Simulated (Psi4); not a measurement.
C3H12Si3, charge -1, doublet, at a GFN2-xTB geometry (a state made from the parent by changing its charge; the spin is typed, not shown lowest) (a gas-phase anion, which may not be bound at this level). Base run: HF/STO-3G (Psi4).

Input for Psi4:
```
memory 2 GB

molecule mol {
-1 2
C    -0.697437    1.269766   -0.973738
Si    1.127880    1.478416   -0.408516
C     1.825189   -0.287184   -0.266491
Si    0.744436   -1.489288    0.724240
C    -1.090435   -1.494922    0.246912
Si   -1.885971    0.229989    0.122184
H    -0.687885    0.821418   -1.974188
H    -1.133736    2.265025   -1.110221
H     2.013091    2.228958   -1.339836
H     1.095577    2.304448    0.817395
H     2.003322   -0.670773   -1.274576
H     2.805548   -0.260010    0.214229
H     1.357144   -2.792929    1.137107
H     0.709458   -0.817966    2.104824
H    -1.618429   -2.092552    0.993233
H    -1.239512   -2.014050   -0.703555
H    -2.074598    0.991268    1.375622
H    -3.262708    0.043566   -0.410837
}

set {
  basis sto-3g
  reference uhf
  stability_analysis check
  scf_type pk
}

energy('scf')
print_variables()
```

The bond that is stretched is that between atoms 15 and 5. A test that says stable can miss a lower solution.

Variants of this job, named by their change:

```tsv
change	ΔE vs base (eV)	<S^2>
base	0.00	0.767
stability_analysis = follow; reference = uhf	0.00	0.767
bond × 1.25	1.06	0.767
stability_analysis = follow; reference = uhf; bond × 1.25	1.06	0.767
bond × 1.5	0.50	0.753
stability_analysis = follow; reference = uhf; bond × 1.5	0.50	0.753
bond × 1.8	0.02	0.752
stability_analysis = follow; reference = uhf; bond × 1.8	0.02	0.752
bond × 2.2	0.15	0.751
stability_analysis = follow; reference = uhf; bond × 2.2	0.15	0.751
bond × 3.0	3.36	0.770
stability_analysis = follow; reference = uhf; bond × 3.0	0.31	0.750
```

Psi4 reported an instability in these rows: bond × 3.0; stability_analysis = follow; reference = uhf; bond × 3.0 (restricted rows aren't judged here).

A gas-phase anion may not be bound at this level; its values then depend on the basis.

On stretching, the SCF can end on different states; <S^2> shows the spin contamination of each.
